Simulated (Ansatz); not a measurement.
`FC([SiH3])I`. The species carries charge 0 and has multiplicity 1. I takes the def2 core potential.

Z-matrix (Å, degrees):
```
C
Si 1 1.900
I 1 2.160 2 108.5
F 1 1.367 2 111.7 3 -120.9
H 1 1.091 2 114.5 3 115.4
H 2 1.487 1 108.5 3 178.4
H 2 1.480 1 108.7 3 58.3
H 2 1.482 1 107.6 3 -62.4
```

Task: List the harmonic frequencies (cm⁻¹, unscaled) at PBE0-D4/def2-TZVP in Ansatz. (An estimate is asked.)

Result: Ansatz gave: 137, 158, 253, 283, 465, 610, 673, 769, 906, 929, 940, 1051, 1125, 1320, 2227, 2254, 2267, 3110.

Task: Is this a minimum?

Result: Yes, all 18 modes are real.

Task: Give the ideal-gas thermochemistry at 298.15 K and 1 bar (rigid rotor, harmonic oscillator; point group C1, symmetry number 1).

Result: Zero-point energy 116.5 kJ/mol; H(298) − E = 134.4 kJ/mol; entropy 336.8 J/(mol·K), of which translation 174.3, rotation 116.7, vibration 45.8; G(298) − E = 34.0 kJ/mol.

Task: Rotational constants (cm⁻¹)?

Result: 0.1776, 0.05014, 0.04072.
